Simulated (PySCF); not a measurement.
## How methods differ on the excitation energy of I(2+)

I(2+) [Kr] 4d10 5s2 5p3 (4S) → I(2+) [Kr] 4d10 5s1 5p4 (4P), as a difference of total energies. Computed with PySCF 2.14 in aug-cc-pVTZ-DK3, with the spin-free X2C one-electron Hamiltonian (Gaussian nucleus). Correlated levels: valence: [Kr] 4d10 frozen. The calculations carry no spin-orbit coupling.

```json
{"method": "UHF", "excitation energy (cm⁻¹)": "89753"}
{"method": "LDA", "excitation energy (cm⁻¹)": "93476"}
{"method": "PBE", "excitation energy (cm⁻¹)": "92276"}
{"method": "PBE0", "excitation energy (cm⁻¹)": "92017"}
{"method": "r2SCAN", "excitation energy (cm⁻¹)": "90133"}
{"method": "TPSSh", "excitation energy (cm⁻¹)": "91351"}
{"method": "r2SCANh", "excitation energy (cm⁻¹)": "90287"}
{"method": "M06-L", "excitation energy (cm⁻¹)": "91371"}
{"method": "B3LYP", "excitation energy (cm⁻¹)": "92640"}
{"method": "MP2 (valence)", "excitation energy (cm⁻¹)": "89192"}
{"method": "SCS-MP2 (valence)", "excitation energy (cm⁻¹)": "89067"}
```

A first-order spin-orbit estimate (lowest level to lowest level, LS coupling) adds -0.398 eV.
